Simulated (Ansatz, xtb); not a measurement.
**Ranking isomers of FH4NSiSn**

7 gas-phase structures of FH4NSiSn, found in a search over its isomers (lower ones may exist). Each was relaxed with GFN2-xTB; where two conformers were screened, the lower at r2SCAN-D4/def2-SVP is listed:

A. a singlet given by its coordinates
B. `N[Si@H](F)[SnH]`, a singlet
C. `[F][Sn][NH][SiH3]`, a singlet
D. `F[SiH2][NH][SnH]`, a singlet
E. a singlet given by its coordinates
F. `[NH2][Sn][SiH2]F`, a singlet
G. `N[SiH2][Sn][F]`, a singlet

E (Å):

```xyz
8

F    -1.2037    1.9745    3.8959
N    -0.3289    0.2046    2.1835
Si   -0.0727    1.9392    2.7190
Sn   -0.9034    1.6295    0.3483
H     0.5001   -0.3664    2.1195
H    -1.0203   -0.3132    2.7093
H     0.8092    1.4983   -0.1601
H     1.1124    1.8736    3.5766
```

Close contacts (Å): F1–Si3 1.63, N2–Si3 1.83, N2–Sn4 2.39, Si3–Sn4 2.53, N2–H5 1.01, N2–H6 1.01, Si3–H8 1.46, Sn4–H7 1.79.

A (Å):

```xyz
8

F     1.3295    1.5386   -1.1542
N     1.4368   -0.8869   -0.7454
Si    0.6578    0.4818   -0.1250
Sn   -0.7257    1.4166    1.8227
H     2.0832   -0.8676   -1.5212
H     0.8942    1.2082    2.6125
H    -1.0681   -0.3161    2.1696
H     1.3274   -1.8053   -0.3506
```

Close contacts (Å): F1–Si3 1.62, N2–Si3 1.69, Si3–Sn4 2.57, N2–H5 1.01, N2–H8 1.01, Sn4–H6 1.81, Sn4–H7 1.80.

Question: Which do you expect lowest at r2SCAN-D4/def2-SVP, and how would the others follow?

Answer: Calculated order at r2SCAN-D4/def2-SVP: D (0.000), C (0.215), E (0.285), B (0.507), F (0.645), A (0.821), G (1.009) eV.

Energies above the lowest of each column, in eV; the last columns are at B3LYP-D3(BJ)/def2-SVP geometries and were run for some of them only (a dash: not run or not comparable):

| structure | GFN2-xTB | HF/STO-3G | r2SCAN-D4/def2-SVP | B3LYP-D3(BJ)/def2-SVP | CCSD(T)/def2-SVP + ΔMP2/def2-TZVPP |
| --- | --- | --- | --- | --- | --- |
| D | 0.000 | 0.000 | 0.000 | 0.000 | 0.000 |
| C | 0.110 | 0.227 | 0.215 | 0.250 | 0.343 |
| E | 0.602 | 0.303 | 0.285 | 0.406 | – |
| B | 0.814 | 0.711 | 0.507 | – | – |
| F | 0.906 | 0.174 | 0.645 | – | – |
| A | 0.536 | 1.445 | 0.821 | – | – |
| G | 1.030 | 1.071 | 1.009 | – | – |

Every level run on D puts it lowest or level with the lowest. Some further structures that were screened fall inside this span and aren't listed. Flexible structures stand in one conformer each, not always the lowest. Frequencies (B3LYP-D3(BJ)/def2-SVP) were run for C, D alone. Atoms past krypton carry core potentials in the def2 sets, without spin–orbit terms. ΔMP2 is the change of the MP2 energy from the smaller to the larger basis.

Over these structures GFN2-xTB departs from r2SCAN-D4/def2-SVP by 0.190 eV on average once a common shift is removed. A GFN2-xTB relaxation took about 0.13 s and the r2SCAN-D4/def2-SVP energy about 1.5 s on a shared host (Ansatz 0.2.0, xtb 6.7.1).
